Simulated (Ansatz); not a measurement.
Ansatz (a quantum-chemistry and plane-wave program) input:

Ansatz 0.2 input:
```yaml
crystal:
  periodic: [false, false, false]
  atoms:
    - {symbol: B, position_ang: [0.65678771, 0.52264725, 0.14110167]}
    - {symbol: F, position_ang: [1.16914149, 1.25053842, -0.82098580]}
    - {symbol: C, position_ang: [-0.55529726, -0.43707369, -0.13540889]}
    - {symbol: F, position_ang: [-0.97676597, -1.13610807, 0.99175585]}
    - {symbol: H, position_ang: [-0.27938564, -1.16432713, -0.91029487]}
    - {symbol: H, position_ang: [-1.40414894, 0.14365984, -0.51969064]}
basis:
  gaussian:
    orbitals: cc-pVTZ
hamiltonian:
  xc: pbe
magnetization: {spin_polarized: true, initial_magnetization: 1}
correlation: {method: rpa, electrons: outside_noble_gas}
```

### Question
Predict the final energy.

### Answer
-263.79301 Eh (RPA@PBE/cc-pVTZ). The basis has 148 functions.

It need not be the lowest isomer of its formula.
